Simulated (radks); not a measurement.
Question: The table gives one normalised radial function P(r) = r R(r) of P in [Ne] 3s2 3p2 7d1 (r in bohr). Calculated with a radial shooting solver on a logarithmic mesh with Libxc functionals: non-relativistic Kohn-Sham, LDA (Slater exchange, Perdew-Wang correlation), spin-polarised, spherical densities, point nucleus; open shells are filled with parallel spins first.

r,P
0.009352,0.0025
0.0156,0.0066
0.02604,0.0170
0.04345,0.0417
0.0725,0.0942
0.121,0.1868
0.2019,0.2989
0.3368,0.3247
0.562,0.1025
0.9378,-0.3651
1.565,-0.7178
2.611,-0.5634
4.357,-0.1710
7.27,-0.0138
12.13,-0.0001
20.24,0.0000
33.78,0.0000
56.36,0.0000
94.05,0.0000
156.9,0.0000

Which n and l does it have? It may be an empty orbital.

Answer: n = 3, l = 1: the number of nodes gives n - l - 1 = 1, the rise at small r (about r^(l+1)) gives l, and the extent must fit the shell. The curve is that of 3p up; the table hardly tells the two spins apart. 3p up: eigenvalue -14.286 eV, 1 radial node at r = 0.639 bohr, <r> = 2.11 bohr, 90 % of the charge inside 3.26 bohr.
